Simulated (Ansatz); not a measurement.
CH₃ClCu (charge +1), singlet: a pair in one relaxed arrangement.

The input file, in.yaml:

```yaml
crystal:
  periodic: [false, false, false]
  atoms:
    - {symbol: Cu, position_ang: [-0.328602, 1.945112, -1.767976]}
    - {symbol: C, position_ang: [0.148271, -0.545892, 0.355016]}
    - {symbol: Cl, position_ang: [-0.659331, 1.073843, 0.226875]}
    - {symbol: H, position_ang: [-0.297548, -1.198263, -0.388967]}
    - {symbol: H, position_ang: [-0.076263, -0.877317, 1.365515]}
    - {symbol: H, position_ang: [1.213473, -0.397583, 0.209435]}
basis:
  gaussian: {orbitals: def2-SVP}
total_charge: 1
hamiltonian: {xc: pbe, dispersion: d4}
```

Run by:

```bash
ansatz run in.yaml --threads 4 --pin off --events-out ev --progress --plain --max-ram 9574MiB
```

Output of Ansatz 0.2.0:

```
Functional definition: PBE
  name "PBE"
  cite "Perdew, Burke & Ernzerhof, Phys. Rev. Lett. 77, 3865 (1996) doi:10.1103/PhysRevLett.77.3865"
  parent pbe
  parameter kappa = 0.804
  parameter beta = 0.06672455060314922
  exchange = pbe_x(kappa = kappa, mu = beta*pi^2/3)
  correlation = pbe_c(beta = beta)
911 factors; their error is unknown
mean field evaluation 1: about -58200.3116 eV, gradient 9.9e1 eV
mean field evaluation 2: about -57456.7360 eV, gradient 2.5e2 eV
mean field evaluation 4: about -58193.6413 eV, gradient 1.1e2 eV
mean field evaluation 8: about -58217.4055 eV, gradient 4.0e-2 eV
mean field -58217.36656495 eV, -2139.4487601136 hartree, gradient 2.2e-5 eV, S^2 0.000000; 0 other end points of the search recorded, 0 dependent functions left out
reference -58217.36663551 eV, -2139.4487627066 hartree; 27, 27 occupied and 51, 51 virtual orbitals, 911 factors
Total energy: -58217.45942017 eV, -2139.4521724801 hartree
```

Hardware: 4 CPU threads of an Arm Neoverse V1, shared host. Wall time about 0.7 s.
